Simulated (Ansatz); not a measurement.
Li₃I₃⁺, that is (LiI)3 ring with one electron fewer. Total charge 1; doublet. Geometry PBE0-D4/def2-SVP; atoms count from 1.

```xyz
6

Li    0.445    0.941   -2.021
I    -1.624   -0.568   -1.349
Li   -1.950    0.567    1.020
I     0.331    0.155    2.375
Li    0.450   -1.563    0.164
I     2.349    0.468   -0.189
```

In the def2 sets I takes a core potential; there is no spin–orbit coupling. In the charge 1 doublet, I4 and I6 lie 3.28 Å apart (atoms count from 1), so these atoms are partly bonded to each other.

(1) Estimate the Mulliken populations from the PBE0/def2-TZVP orbitals of Ansatz.

(2) Where does the spin sit?

(3) And the Mayer bond orders between bonded heavy atoms (over 0.3)?

## Answers

(1) 
```json
{"atom": "Li1", "charge (e)": "0.76", "spin (α − β)": "0.00"}
{"atom": "I2", "charge (e)": "-0.64", "spin (α − β)": "0.00"}
{"atom": "Li3", "charge (e)": "0.76", "spin (α − β)": "0.00"}
{"atom": "I4", "charge (e)": "-0.28", "spin (α − β)": "0.50"}
{"atom": "Li5", "charge (e)": "0.67", "spin (α − β)": "-0.01"}
{"atom": "I6", "charge (e)": "-0.28", "spin (α − β)": "0.50"}
```
Mulliken values and Mayer orders depend strongly on the basis.

(2) Summed by element: Li -0.01, I 1.01, of 1 unpaired in all. Largest on single atoms: I4 0.50, I6 0.50, Li5 -0.01.

(3) I4–I6 0.52 (3.28 Å).
